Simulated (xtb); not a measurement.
C4H5, SMILES [CH]=CC=C (connectivity only; charge and spin as stated), charge +1, multiplicity 1. All values are semi-empirical tight-binding results from xtb (GFN2-xTB unless named), good for trends rather than for accurate numbers. Geometry optimised at GFN2-xTB. The spin state was assumed, not searched. The isomer is the one that the SMILES or the coordinates give; other isomers of the formula were not compared. The values are those of a single conformer.

Optimised geometry:

Bonded distances (Å): C1–C2 1.255, C1–H5 1.066, C2–C3 1.455, C2–H6 1.110, C3–C4 1.325, C3–H7 1.083, C4–H8 1.078, C4–H9 1.080. Bond angles (°): C2–C1–H5 179.3, C1–C2–C3 143.4, C1–C2–H6 104.4, C3–C2–H6 112.2, C2–C3–C4 125.3, C2–C3–H7 112.4, C4–C3–H7 122.3, C3–C4–H8 124.7, C3–C4–H9 119.6, H8–C4–H9 115.7.
Charge +1, spin multiplicity 1.

| Quantity | Value |
|---|---|
| point group as xtb finds it | Cs |
| orbital gap | 1.65 eV |
| zero-point energy | 41.2 kcal/mol |
| G − E(el) at 298.15 K (modified RRHO) | 24.2 kcal/mol |
| static polarisability (D4 model) | 43.4 bohr³ |
| solvation energy, GFN2-xTB/ALPB(water) | -61.8 kcal/mol |
| solvation energy, GFN2-xTB/ALPB(dmso) | -56.2 kcal/mol |

Computed IR lines (harmonic; lines under 4 % of the strongest left out, lines within 3 cm⁻¹ merged):
ν (cm⁻¹): 134 (w), 493 (w), 591 (m), 632 (m), 718 (w), 880 (w), 979 (m), 1354 (w), 1856 (w), 2725 (s), 3090 (m), 3118 (w), 3198 (vs) (against the strongest line: vs over 80 %, s over 45 %, m over 15 %, w over 4 %, vw less)

Computed atomic charges and the Wiberg bond orders between heavy atoms:
charges (e) C1 0.07, C2 0.04, C3 0.01, C4 -0.04, H5 0.22, H6 0.30, H7 0.14, H8 0.12, H9 0.14. Bond orders C1–C2 2.24, C2–C3 1.01, C3–C4 1.88.
